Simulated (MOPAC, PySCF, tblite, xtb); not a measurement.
Energy landscape of H3B, singlet: map of symmetric stretch and umbrella angle. Scanned: B-H bond length and angle between the B-H bonds and the threefold axis (90 = planar).

GFN2-xTB, 300 K electronic temperature (tblite); RHF/cc-pVDZ (PySCF); PBE/cc-pVDZ (PySCF); PBE0/cc-pVDZ (PySCF); MP2 on RHF/cc-pVDZ, 1 core orbital frozen (PySCF); CCSD on RHF/cc-pVDZ, 1 core orbital frozen (PySCF); CCSD(T) on RHF/cc-pVDZ, 1 core orbital frozen (PySCF); AM1, restricted, heats of formation (MOPAC); PM6, restricted, heats of formation (MOPAC); GFN1-xTB (xtb); RKS-B3LYP/6-31G* = restricted B3LYP/6-31G*, spherical d in PySCF; RMP2/3-21G = restricted MP2 (frozen core)/3-21G run with PySCF; RKS-B3LYP/3-21G = restricted B3LYP/3-21G (PySCF 2.14.0); RHF/STO-3G = PySCF with restricted Hartree-Fock/STO-3G.

Energies in kJ/mol at chosen points (x: B-H bond length (Å); y: angle between the B-H bonds and the threefold axis (90 = planar) (°)), relative to x = 1.16, y = 90:

```csv
method,"(1.27, 94)","(1.21, 126)","(1.10, 110)","(1.16, 90)","(1.49, 126)","(1.38, 106)","(1.32, 126)"
GFN2-xTB,35.4,227.6,81.6,0.0,382.3,142.8,263.0
RHF,15.6,352.6,150.2,0.0,517.0,152.4,381.3
PBE,2.7,296.2,139.6,0.0,421.0,114.7,312.5
PBE0,8.6,308.5,139.7,0.0,451.8,129.3,331.3
MP2,10.6,328.9,147.1,0.0,472.8,137.9,350.7
CCSD,7.7,323.9,147.9,0.0,449.3,129.7,339.4
CCSD(T),7.0,321.9,147.8,0.0,443.8,127.8,336.4
AM1,30.7,364.3,160.0,0.0,596.8,205.6,405.6
PM6,32.6,295.2,122.3,0.0,535.1,184.5,349.0
GFN1-xTB,25.4,252.7,98.7,0.0,407.4,136.8,284.3
RKS-B3LYP/6-31G*,17.9,324.0,136.3,0.0,477.6,146.0,352.7
RMP2/3-21G,16.4,331.3,144.0,0.0,471.3,144.8,352.9
RKS-B3LYP/3-21G,17.4,316.2,135.5,0.0,462.5,142.2,341.5
RHF/STO-3G,58.8,433.1,146.2,0.0,749.5,261.6,513.6
```
